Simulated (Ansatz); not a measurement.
AlBH₅NSi (`B1[NH][AlH][SiH2]1`) from Hartree–Fock to CCSD(T)

```xyz
9

B     1.045    0.484   -0.036
N     0.734   -0.487   -1.012
Al   -0.979   -0.980   -0.611
Si   -0.632    0.633    1.141
H     2.105    1.045    0.004
H     1.411   -0.745   -1.718
H    -1.801   -2.054   -1.445
H    -1.371    1.927    1.123
H    -0.512    0.176    2.554
```

Charge 0, multiplicity 1. The geometry is a stationary point of PBE0-D4/def2-TZVP. Frozen core, restricted reference, Ansatz 0.2.0. CBS rows extrapolate triple and quadruple zeta; past MP2 they add the triple-zeta difference.

| basis | HF (Eh) | MP2 corr. | CCSD corr. | (T) | CCSD(T) total |
| --- | --- | --- | --- | --- | --- |
| def2-SVP | -612.69799 | -0.40735 | -0.45509 | -0.01547 | -613.16855 |
| def2-TZVPP | -612.97591 | -0.50295 | -0.54696 | -0.02364 | -613.54651 |
| def2-QZVPP | -612.99531 | -0.53810 | – | – | – |
| CBS(def2) | -612.99799 | -0.56415 | -0.60816 | as TZ | -613.62979 |
